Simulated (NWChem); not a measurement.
Species: C₂H₅S, doublet; SMILES CC[S]

Computed with NWChem. Pople sets run with spherical d functions. Spin-unrestricted. In the optimisation the excess spin sits in a" (Cs, its own frame). The geometry was optimised at PBE0/def2-SVP, spin-unrestricted. No stability test was run on the SCF state. Solvent water, SMD (1 M gas to 1 M solution), gas-phase geometry. Reactions with the solvent are ignored.

```
level              basis functions  solvation free energy (kcal/mol)  cavity-dispersion-structure term (kcal/mol)  dipole in solution (D)  relative time
-----------------  ---------------  --------------------------------  -------------------------------------------  ----------------------  -------------
M06-2X/STO-3G                   24                               0.4                                          1.3                    0.80              1
M06-2X/3-21G                    41                              -1.5                                          1.3                    2.51              2
M06-2X/6-31G*                   56                              -1.4                                          1.3                    2.41              3
M06-2X/6-31+G*                  68                              -1.7                                          1.3                    2.52              4
M06-2X/6-311G**                 92                              -1.6                                          1.3                    2.53              6
M06-2X/6-311++G**              109                              -1.7                                          1.3                    2.53              9
```

Relative times are rough (shared machine, one core).
